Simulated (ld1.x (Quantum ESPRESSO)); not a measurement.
**What one change does to a pseudopotential (thallium, RRKJ)**

| Item | Value |
| --- | --- |
| Element | Tl (Z = 81) |
| Generator | ld1.x (Quantum ESPRESSO) 7.5 |
| Type | norm-conserving RRKJ (Kleinman–Bylander form) |
| Functional | PBE |
| Relativity | scalar-relativistic |
| Frozen core | [Xe] 4f14 5d10 |
| Valence charge | 3 |
| Reference configuration | 6s1.75 6p1.25 |
| Partial waves | 6p (bound): rc 2.95 bohr; 6s (bound): rc 1.65 bohr |
| Local potential | the s channel |
| Core correction | none |

Change: reference 6s2 6p1.

Cutoffs: the cutoffs (Ry, on a coarse ladder) from which the occupation-weighted sum of valence levels, in a spherical-Bessel basis at the reference potential, stays within 10 and 1 mRy of its value at 400 Ry; they do not see the model core or the augmentation charge, which bear on the density cutoff. Errors are all-electron minus pseudo energies relative to the spin-unpolarised reference configuration.

Task: What does the change do?

Result: The potential gets harder (30 Ry and 80 Ry → 40 Ry and 90 Ry); neither file shows a bound ghost.

| quantity | base | changed |
| --- | --- | --- |
| cutoff, loose | 30 Ry | 40 Ry |
| cutoff, tight | 80 Ry | 90 Ry |
| bound ghosts | none | none |
| largest error over its own tests, meV | +148 | +170 |
| s: phases at 3.20 bohr within 0.05 rad from the reference energy up to (Ry; the scan ends near 5) | 1.0 | 1.1 |
| p: phases at 3.20 bohr within 0.05 rad from the reference energy up to (Ry; the scan ends near 5) | 2.7 | 2.7 |
